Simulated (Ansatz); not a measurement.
**Reading a saddle point**

A first-order saddle point of CH8AsGa, closed shell, PBE0-D4/def2-TZVP, with one imaginary mode of 1217i cm⁻¹:

```csv
atom,x (Å),y (Å),z (Å)
Ga1,-0.9897,0.1339,0.3270
C2,0.5122,1.3127,-0.6837
H3,-2.0575,-0.3049,-0.7126
H4,-1.1094,0.6378,1.7919
H5,0.6342,-0.1231,-0.1854
As6,0.8897,-1.8924,0.3837
H7,1.3938,1.6240,-0.1221
H8,0.7912,1.0315,-1.6998
H9,-0.1535,2.1800,-0.7542
H10,-0.3025,-2.6588,-0.1616
H11,0.3916,-1.9406,1.8168
```

Program: Ansatz 0.2.0. Basis: def2-TZVPP and def2-QZVPP. Cores are frozen in the correlated methods. Filled d shells of the heavier atoms are correlated. The def2 sets are not built for correlating such inner shells, so the correlated values are less sure here. Extrapolation: Hartree–Fock as exp(−7.88 √X), correlation as X^−2.97.

Question: Which contacts change along the imaginary mode, and what lies on either side? (A judgement: the text doesn't fix the answer.)

Answer: The calculation gives: The step is CH₅Ga ([CH3][GaH2]) + AsH₃ → GaAsH₄ ([GaH2][AsH2]) + CH₄, with the molecules in contact on both sides. Shortening one way: Ga1–As6, C2–H5; lengthening the same way: Ga1–C2, H5–As6.
```csv
pair,one side (Å),saddle (Å),other side (Å)
Ga1–As6,3.42,2.76,2.42
C2–H5,2.79,1.52,1.09
Ga1–C2,1.97,2.16,3.18
H5–As6,1.53,1.88,3.21
```

Question: Which side is lower, and how far does the saddle lie above each? (Judge from chemistry; the value comes from the calculation.)

Answer: The calculation gives: The side with Ga1–As6, C2–H5 short is lower by 17.52 kcal/mol; the saddle lies 44.35 kcal/mol above it and 26.83 kcal/mol above the other (CCSD(T) at an estimated basis limit (MP2 extrapolated from triple and quadruple zeta, plus CCSD(T) − MP2 in triple zeta); electronic energies).

No T1 diagnostic of these runs exceeds 0.013. The end structure is not quite a true minimum (one mode of 51i cm⁻¹).

Labels in which every atom is bracketed show which atoms are joined, not bond orders.

For scale, one of the runs: CCSD(T)/def2-TZVPP, 239 basis functions, launched by `ansatz run in.yaml --threads 8 --pin off --events-out ev --progress --plain --max-ram 19148MiB`. Time: 120 s of wall clock on 8 CPU threads of an Arm Neoverse V1; the host was shared. Peak host memory: 4.5 GiB.
